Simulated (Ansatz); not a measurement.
System: sum formula ZnHS, net charge 0, doublet state. The spin state was set by rule; other spins were not relaxed. SMILES of the parent species: [SH][Zn]
Coordinates optimised at B3LYP-D3(BJ)/def2-TZVP (Ansatz, a program for electronic structure):
```
S
H 1 1.3462
Zn 1 2.2848 2 91.44
```
Charge 0, spin multiplicity 2.

Quantity: atomisation energy (electronic, to ground-state atoms), in kJ/mol. Valence correlation only, unless marked. UHF or UKS for open shells. No spin-orbit coupling. Frozen are the shells of the preceding noble gas and the d and f shells that filled before the atom's block. Non-relativistic. FCI takes restricted orbitals. The coupled-cluster limit lacks core correlation, which all-electron functionals hold. CBS(X,Y): correlation extrapolated as X^-3; Hartree-Fock from the larger set. The bracket is a focal-point correction in the basis named.

```json
[
 {"level": "PBE-D4/def2-TZVPD", "program": "Ansatz + dftd4", "atomisation energy (kJ/mol)": "509.0"},
 {"level": "PBE0-D3(BJ)/def2-TZVP", "program": "Ansatz + dftd3", "atomisation energy (kJ/mol)": "503.7"}
]
```

### Question
Estimate the value at RI-MP2/CBS(def2-TZVPPD,def2-QZVPPD)+[CCSD(T)-MP2]/def2-TZVPPD as computed with Ansatz.

### Answer
490.6 kJ/mol, so PBE0-D3(BJ)/def2-TZVP differs from it by 13.1 kJ/mol.
